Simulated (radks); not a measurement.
Problem. The zinc ion Zn7+, 23 electrons, occupied as [Ar] 3d5. Method: Dirac Kohn-Sham, relativistic LDA (MacDonald-Vosko exchange, VWN5 correlation), spin-unpolarised, spherical densities, finite nucleus; open shells fill j = l - 1/2 first; Fermi nuclear charge, rms radius 3.9283 fm; computed with a radial shooting solver on a logarithmic mesh with Libxc functionals. Some entries of the table are withheld. Estimate them.

orbital  occ.  eigenvalue (eV)  <r> (bohr)  <1/r> (bohr^-1)
1s1/2       2              (1)     0.05048            30.12
2s1/2       2              (2)      0.2266            6.602
2p1/2       2        -1180.935         (3)            6.567
2p3/2       4        -1157.244         (4)            6.410
3s1/2       2        -277.2567         (5)            2.196
3p1/2       2        -233.2677      0.6587              (6)
3p3/2       4        -229.7384      0.6668              (7)
3d3/2       4        -155.4526      0.6718            1.850
3d5/2       1        -154.9086      0.6743            1.842

Solution. 
(1) 1s1/2 eigenvalue (eV): -9636.032
(2) 2s1/2 eigenvalue (eV): -1316.643
(3) 2p1/2 <r> (bohr): 0.1962
(4) 2p3/2 <r> (bohr): 0.1996
(5) 3s1/2 <r> (bohr): 0.6517
(6) 3p1/2 <1/r> (bohr^-1): 2.096
(7) 3p3/2 <1/r> (bohr^-1): 2.061
